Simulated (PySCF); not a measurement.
## Correlation energy of Cr¹⁴⁺ (chromium, charge +14)

Starting occupation: [Ne]. Calculation: PySCF 2.14, in an even-tempered Gaussian basis (18 s from 0.58 bohr⁻², ratio 2.6; 12 p from 0.75 bohr⁻², ratio 2.6; 6 d from 0.77 bohr⁻², ratio 2.8; 3 f from 27 bohr⁻², ratio 2.8); X2C-1e with screened-nucleus spin-orbit coupling, Gaussian nucleus. Frozen: 1s2; 8 electrons correlated; the 50 highest virtual spinors left out.

MP2 pair energies summed by pair of shells (mhartree):

| pair | energy | share (%) |
| --- | --- | --- |
| 2p1/2-2p3/2 | -95.76 | 33.5 |
| 2p3/2-2p3/2 | -91.30 | 31.9 |
| 2p3/2-2s1/2 | -43.82 | 15.3 |
| 2p1/2-2s1/2 | -22.02 | 7.7 |
| 2p1/2-2p1/2 | -21.85 | 7.6 |
| 2s1/2-2s1/2 | -11.15 | 3.9 |

Total MP2 correlation energy: -285.91 mhartree.

The virtual space was cut to 44 spinors, which keep -218.28 of the -285.91 mhartree of MP2 correlation.

```tsv
level	correlation energy (mhartree)
CCSD	-220.62
(T)	-0.10
CCSD(T)	-220.72
```

Diagnostics: T1 = 0.00025, largest double amplitude 0.006.

Task: Is a single reference adequate?

Result: Yes: T1 lies below 0.03 and no double amplitude reaches 0.07.

The coupled-cluster values are those of the cut space; adding the MP2 remainder, -67.63 mhartree, estimates the full space.
